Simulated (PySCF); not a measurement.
PySCF job for SbFBr2, SMILES [F][Sb]([Br])[Br], PBE-D3(BJ)/def2-SVP. Geometry: PBE-D3(BJ)/def2-SVP. The def2 effective core potentials stand for the cores of Sb; spin–orbit coupling is left out.

```python
import numpy as np
from pyscf import gto, scf, dft, df
from pyscf.hessian import thermo

mol = gto.M(
    atom='''
    Sb    0.37743480    0.77894885    0.00000000
    F    -1.33161621    1.72995844    0.00000000
    Br   -0.10378041   -0.78994310   -1.93762492
    Br   -0.10378042   -0.78994310    1.93762491
    ''',
    basis='def2-SVP',
    ecp={'Sb': 'def2-svp'},
    charge=0,
    spin=0,
    max_memory=1600,
    verbose=3,
)
mf = dft.RKS(mol, xc='pbe').density_fit(auxbasis='def2-universal-jkfit')
mf.disp = 'd3bj'
mf.grids.level = 3
mf.conv_tol = 1e-11
mf.max_cycle = 100
mf.kernel()

# analytic Hessian; the response equations are solved on a coarser grid
h, args, fine = mf.Hessian(), (mf.mo_energy, mf.mo_coeff, mf.mo_occ), mf.grids
h.max_memory = max(150, 2.5e-5 * df.make_auxmol(mol, mf.with_df.auxbasis).nao * mol.nelec[0] * (mol.nelec[0] + mol.nao))  # MB; small integral blocks
h1ao = h.make_h1(mf.mo_coeff, mf.mo_occ)
mf.grids = dft.Grids(mol).set(level=1).build(with_non0tab=True)
mo1, mo_e1 = h.solve_mo1(*args, h1ao)
mf.grids = fine
hess = h.hess_elec(*args, mo1, mo_e1, h1ao) + h.hess_nuc()
if mf.do_disp():
    hess += h.get_dispersion()
for i in range(mol.natm):  # the analytic DFT Hessian lacks the response of the grid: restore translational invariance
    hess[i, i] -= hess[i].sum(axis=0)
hess = (hess + hess.transpose(1, 0, 3, 2)) / 2
vib = thermo.harmonic_analysis(mol, hess, imaginary_freq=False)
thermo.dump_normal_mode(mol, vib)
th = thermo.thermo(mf, vib['freq_au'][vib['freq_au'] > 0], 298.15, 101325)
thermo.dump_thermo(mol, th)
g0 = mf.nuc_grad_method().set(verbose=0).kernel()

# dipole derivatives [dipole axis, atom, xyz] from the same response
r, irp = mol.intor('int1e_r'), mol.intor('int1e_irp').reshape(3, 3, mol.nao, mol.nao)
sl, dm0, ok = mol.aoslice_by_atom(), np.array(mf.make_rdm1()), []
dmu = np.einsum('a,xt->xat', mol.atom_charges(), np.eye(3))
for a, (_, _, p0, p1) in enumerate(sl):
    dmu[:, a] += 2 * np.einsum('xtij,ij->xt', irp[:, :, :, p0:p1], dm0.reshape(-1, mol.nao, mol.nao).sum(0)[:, p0:p1])
    for u, c, occ, f in [(mo1, mf.mo_coeff, mf.mo_occ, 4)]:
        dmu[:, a] -= f * np.einsum('tui,xuv,vi->xt', u[a], r, c[:, occ > 0], optimize=True)
L = vib['norm_mode']
ir = 974.8801 * (np.einsum('xat,kat->kx', dmu, L) ** 2).sum(1)       # km/mol
apt = np.einsum('xax->a', dmu) / 3
print('mode   freq/cm-1   IR/(km/mol)')
for k, w in enumerate(vib['freq_wavenumber']):
    print(f'{k + 1:4d} {w:11.2f} {ir[k]:13.3f}')
print('max |gradient| / (hartree/bohr):', abs(g0).max())
print('APT charges:', apt.round(4))
```

Log of the run:

```
converged SCF energy = -5486.94986581092

WARN: DFTD3 does not support analytical Hessian, using finite difference


WARN: Mole.unit (angstrom) is changed to Bohr

Mode                                 0                   1                   2
Irrep
Freq [cm^-1]                       73.9301            129.9622            141.4827
Reduced mass [au]                  72.6988             22.3750             26.9158
Force const [Dyne/A]                0.2341              0.2227              0.3174
Char temp [K]                     106.3690            186.9866            203.5622
Normal mode                   x     y     z       x     y     z       x     y     z
       0  Sb                 0.00  0.04 -0.00   -0.00 -0.00  0.01    0.04  0.00  0.00
       1   F                 0.01  0.05 -0.00    0.00  0.00 -0.21   -0.06 -0.17 -0.00
       2  Br                -0.00 -0.03  0.06   -0.02  0.02  0.01   -0.02  0.02  0.02
       3  Br                -0.00 -0.03 -0.06    0.02 -0.02  0.01   -0.02  0.02 -0.02
Mode                                 3                   4                   5
Irrep
Freq [cm^-1]                      247.7070            251.3930            604.5825
Reduced mass [au]                  91.1894             89.2393             21.5198
Force const [Dyne/A]                3.2966              3.3229              4.6345
Char temp [K]                     356.3952            361.6986            869.8596
Normal mode                   x     y     z       x     y     z       x     y     z
       0  Sb                 0.00  0.00  0.06   -0.02 -0.05  0.00   -0.03  0.02 -0.00
       1   F                -0.00 -0.00 -0.02    0.01  0.02 -0.00    0.19 -0.10 -0.00
       2  Br                -0.01 -0.03 -0.04    0.02  0.04  0.04    0.00  0.00  0.00
       3  Br                 0.01  0.03 -0.04    0.02  0.04 -0.04    0.00  0.00 -0.00
temperature 298.1500 [K]
pressure 101325.00 [Pa]
Rotational constants [GHz] 1.78484 0.77449 0.60847
Symmetry number 1
Zero-point energy (ZPE) 0.00330 [Eh]   8667.289 [J/mol]
                           tot       elec      trans        rot        vib
Entropy [J/mol/K]       364.048      0.000    179.905    126.882     57.261
Cv [J/mol/K]             68.250      0.000     12.472     12.472     43.306
Cp [J/mol/K]             76.564      0.000     20.786     12.472     43.306
Internal energy [J/mol]                      3718.434   3718.434  17212.095
Internal energy [Eh]   -5486.94048  -5486.94987
Enthalpy [J/mol]                             6197.391   3718.434  17212.095
Enthalpy [Eh]          -5486.93953
Gibbs free energy [J/mol]                  -47441.331 -34111.302    139.761
Gibbs free energy [Eh] -5486.98087
mode   freq/cm-1   IR/(km/mol)
   1       73.93         0.294
   2      129.96         2.025
   3      141.48         3.682
   4      247.71        51.689
   5      251.39        20.769
   6      604.58        55.633
max |gradient| / (hartree/bohr): 0.0002865157416789936
APT charges: [ 1.4302 -0.4927 -0.4687 -0.4688]
```

The calculation finished and met its thresholds.

Cost: about 110 core-seconds (a rough figure).
